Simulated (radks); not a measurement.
Results of a calculation; reference values are marked as such.
How relativity changes the ionisation of neutral bromine ([Ar] 3d10 4s2 4p5) to Br+ ([Ar] 3d10 4s2 4p4). Spin-unpolarised spherical Kohn-Sham, PBE, point nucleus unless stated (finite: rms radius 4.1629 fm), a radial shooting solver on a logarithmic mesh with Libxc functionals. A level marked "c x" has the speed of light scaled by that factor and shares open shells by 2j + 1; other Dirac levels either fill j = l - 1/2 first or share by 2j + 1.

level,E(Br) (hartree),E(Br+) (hartree),IE (eV),HOMO,<r> HOMO (bohr)
non-rel.,-2573.77645,-2573.31409,12.581,4p,2.111
scalar-rel.,-2606.41276,-2605.95140,12.554,4p,2.105
"scalar-rel., finite nucleus",-2606.39225,-2605.93089,12.554,4p,2.105
"Dirac, 2j+1 shares",-2606.59107,-2606.12951,12.560,4p3/2,2.122
"Dirac, low j first",-2606.59714,-2606.14345,12.345,4p3/2,2.124
"Dirac, 2j+1 shares, finite nucleus",-2606.57054,-2606.10898,12.560,4p3/2,2.122
"Dirac, c x 0.75",-2633.66225,-2633.20112,12.548,4p3/2,2.132
"Dirac, c x 0.85",-2619.77972,-2619.31839,12.553,4p3/2,2.127
"Dirac, c x 100",-2573.77963,-2573.31727,12.581,4p3/2,2.111

NIST Atomic Spectra Database: 11.814 eV (measured). The relativistic part of the total energy of Br is -32.79 hartree (Dirac, 2j+1 shares, finite nucleus), 1.3 % of the non-relativistic value. Spin polarisation and multiplet splitting of open shells are left out at every level.

Beside tabulated values, note that spin-unpolarised runs miss the spin-polarisation part of the exchange energy of open shells.
